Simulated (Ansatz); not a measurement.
## Ligand exchange: BH(CH3)(OH) + CH8O2Si2 → B(CH3)(OH)2 + CH8OSi2

Species: BH(CH3)(OH), singlet; CH8O2Si2 `CO[SiH](O)[SiH3]`, singlet; B(CH3)(OH)2 (methylboronic acid), singlet; CH8OSi2 `CO[SiH2][SiH3]`, singlet. The partners trade H for OH: B–H and Si–OH bonds give way to B–OH and Si–H.

Shapes, held fixed at every level: PBE0-D4/def2-TZVP. Flexible molecules stand in one conformer, not always the lowest. Programs: Ansatz 0.2.0. The zero-point and thermal change to 298 K, harmonic and unscaled (PBE0-D4/def2-TZVP), is -1.2 kJ/mol.

Estimate ΔH(298 K) of this reaction.

The highest level, CCSD(T)/CBS estimate, gives ΔH(298 K) = -14.5 kJ/mol; the levels span -42.9 to -14.3. The column of differences is taken from that level and isn't an error. No measured value is set beside it here. The CBS estimate extrapolates MP2 from def2-TZVPP and def2-QZVPP and adds CCSD(T) − MP2 in the triple-zeta set, cores frozen.

| level | kind | ΔH(298 K) (kJ/mol) | less CCSD(T)/CBS estimate |
| --- | --- | --- | --- |
| B3LYP-D4/def2-TZVPP | global hybrid | -15.9 | -1.4 |
| r2SCAN0-D4/def2-TZVPP | global hybrid | -18.3 | -3.8 |
| wB97M-V/def2-TZVPP | range-separated hybrid | -15.6 | -1.1 |
| wB97X-V/def2-TZVPP | range-separated hybrid | -15.8 | -1.3 |
| MP2/def2-TZVPP | perturbation theory | -14.3 | +0.2 |
| CCSD/def2-SVP | coupled cluster or CI | -42.9 | -28.4 |
| CCSD(T)/def2-TZVPP | coupled cluster or CI | -17.1 | -2.6 |
| CCSD(T)/CBS estimate | coupled cluster or CI | -14.5 | 0.0 |
